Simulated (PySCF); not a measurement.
H₁₂OSi₅.
SMILES: `O([SiH3])[Si@@H]([SiH3])[SiH2][SiH3]`

Method used: TDDFT PBE0/def2-SVPD, vertical, gas phase, core orbitals frozen in the response (PySCF). Isolated species at its GFN2-xTB geometry (one conformer only). Torsions of this conformer, `[SiH3:1][O:2][Si@@H:3]([SiH3:4])[SiH2:5][SiH3:6]`: Si1–O2–Si3–Si4 -46°, O2–Si3–Si5–Si6 31°.

```json
{"state": "S1", "E (eV)": "5.35", "λ (nm)": "231.7", "ν̃ (cm⁻¹)": "43150", "f": "0.138", "main configurations (H = HOMO, L = LUMO)": "H→L (93%)"}
{"state": "S2", "E (eV)": "5.74", "λ (nm)": "215.9", "ν̃ (cm⁻¹)": "46310", "f": "0.0053", "main configurations (H = HOMO, L = LUMO)": "H-1→L (97%)"}
{"state": "S3", "E (eV)": "6.10", "λ (nm)": "203.4", "ν̃ (cm⁻¹)": "49170", "f": "0.157", "main configurations (H = HOMO, L = LUMO)": "H→L+1 (89%)"}
{"state": "S4", "E (eV)": "6.47", "λ (nm)": "191.6", "ν̃ (cm⁻¹)": "52190", "f": "0.013", "main configurations (H = HOMO, L = LUMO)": "H→L+2 (57%), H-2→L (31%)"}
{"state": "S5", "E (eV)": "6.53", "λ (nm)": "189.8", "ν̃ (cm⁻¹)": "52680", "f": "0.177", "main configurations (H = HOMO, L = LUMO)": "H-2→L (54%), H→L+2 (33%)"}
{"state": "S6", "E (eV)": "6.58", "λ (nm)": "188.3", "ν̃ (cm⁻¹)": "53100", "f": "0.013", "main configurations (H = HOMO, L = LUMO)": "H-1→L+1 (87%)"}
{"state": "S7", "E (eV)": "6.85", "λ (nm)": "181.1", "ν̃ (cm⁻¹)": "55210", "f": "0.032", "main configurations (H = HOMO, L = LUMO)": "H→L+3 (84%)"}
{"state": "S8", "E (eV)": "6.98", "λ (nm)": "177.5", "ν̃ (cm⁻¹)": "56330", "f": "0.0020", "main configurations (H = HOMO, L = LUMO)": "H-4→L (28%), H→L+4 (23%), H-1→L+2 (21%)"}
```

Triplets, Tamm–Dancoff:

```json
{"state": "T1", "E (eV)": "4.66", "λ (nm)": "265.8", "main configurations (H = HOMO, L = LUMO)": "H→L (95%)"}
{"state": "T2", "E (eV)": "5.27", "λ (nm)": "235.4", "main configurations (H = HOMO, L = LUMO)": "H-1→L (90%)"}
{"state": "T3", "E (eV)": "5.44", "λ (nm)": "227.8", "main configurations (H = HOMO, L = LUMO)": "H→L+1 (90%)"}
```

The lowest singlet comes at 232 nm (516 kJ/mol) in the ultraviolet; it is of moderate strength; its leading configuration is HOMO→LUMO (93%). The most intense listed level is S5 at 6.53 eV (190 nm, f = 0.177), 1.18 eV above S1. Löwdin shares by element: HOMO silicon 55% or more, oxygen 19% (atoms not listed hold the other 26%); LUMO silicon 72% or more (atoms not listed hold the other 28%). The listed states span 1.63 eV, and the widest gap between neighbours is 0.39 eV (S1 to S2). Weighted by f, the mean energy of these states is 6.11 eV. Of the 8 states listed, 6 reach f = 0.01 and none stays under 0.0005. The window holds the lowest 8 singlets.
